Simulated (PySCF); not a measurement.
Compound: C6H9O3 (charge -1).
SMILES with atom numbers: `[CH3:1][C:2](=[O:3])/[CH:4]=[C:5](/[O-:6])[CH2:7][CH2:8][OH:9]` (hydrogens: H10, H11, H12 on C1; H13 on C4; H14, H15 on C7; H16, H17 on C8; H18 on O9)

Cartesian coordinates in Å at the GFN2-xTB level; atoms count from 1:
```
atom  x, y, z in Å
C1     3.175   -0.493   -0.402
C2     1.732   -0.183    0.041
O3     1.482   -0.207    1.258
C4     0.862    0.089   -1.027
C5    -0.499    0.401   -0.999
O6    -1.167    0.608   -2.047
C7    -1.219    0.509    0.344
C8    -2.577   -0.194    0.279
O9    -3.402    0.334   -0.729
H10    3.564    0.316   -1.017
H11    3.809   -0.617    0.474
H12    3.193   -1.412   -0.987
H13    1.298    0.046   -2.020
H14   -0.599    0.085    1.130
H15   -1.383    1.571    0.554
H16   -3.114   -0.090    1.232
H17   -2.414   -1.273    0.102
H18   -2.751    0.517   -1.462
```

Computed geometry: GFN2-xTB, gas phase.

Masses are those of the commonest isotopes; rigid-rotor values at the optimised geometry. The values belong to one conformer with, in the numbering `[CH3:1][C:2](=[O:3])/[CH:4]=[C:5](/[O-:6])[CH2:7][CH2:8][OH:9]`, C1–C2–C4–C5 180°, C4–C5–C7–C8 -136°, C5–C7–C8–O9 -58°, C7–C8–O9–H 38°.

Question: Give the principal moments of inertia and the rotational constants in MHz.

Answer: Ia = 132.55, Ib = 593.25, Ic = 700.76 u·Å²; 505379 MHz·u·Å²/I gives A = 3813, B = 851.9, C = 721.2 MHz.

Question: Classify the top.

Answer: A near-prolate asymmetric top. Ray's parameter κ = (2B − A − C)/(A − C) = -0.915; −1 is the prolate and +1 the oblate limit.

Question: What does the inertial defect say?

Answer: Not planar: Δ = Ic − Ia − Ib = -25.04 u·Å². For a rigid frame Δ = −2 Σ m c², so Σ m c² = 12.52 u·Å² lies off the ab plane: 6.39 from hydrogen and 6.13 from heavier atoms. The atom farthest from that plane is 1.50 Å away.

Question: Give the other two planar moments, Paa and Pbb, and the rms extents of the mass along the axes.

Answer: Paa = Σ m a² = (Ib + Ic − Ia)/2 = 580.73 and Pbb = Σ m b² = (Ia + Ic − Ib)/2 = 120.03 u·Å². With the mass M = 129.06 u, the rms extents √(P/M) along a, b and c are 2.12, 0.96, 0.31 Å.

Stationary, but not proved a minimum. No vibrational averaging or centrifugal distortion is included, and the geometry carries the error of its method.
